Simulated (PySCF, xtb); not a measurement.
C₅H₃Br, SMILES C#CC(Br)=C=C.

Harmonic wavenumbers (cm⁻¹) from xtb with GFN2-xTB at its own minimum, in rising order: 102, 136, 169, 278, 363, 396, 428, 531, 562, 651, 668, 861, 946, 948, 1278, 1419, 2048, 2245, 3067, 3074, 3399.

### Question
What does PBE0-D3(BJ)/def2-SVP (PySCF) give at its own minimum? (The exact figures need the calculation; the answer reports its results.)

### Answer
120, 162, 185, 338, 427, 456, 548, 606, 621, 667, 718, 894, 977, 1009, 1274, 1448, 2081, 2235, 3140, 3234, 3489. Paired by order, the mean absolute difference is 52 cm⁻¹ and the zero-point energies are 33.7 and 35.2 kcal/mol.
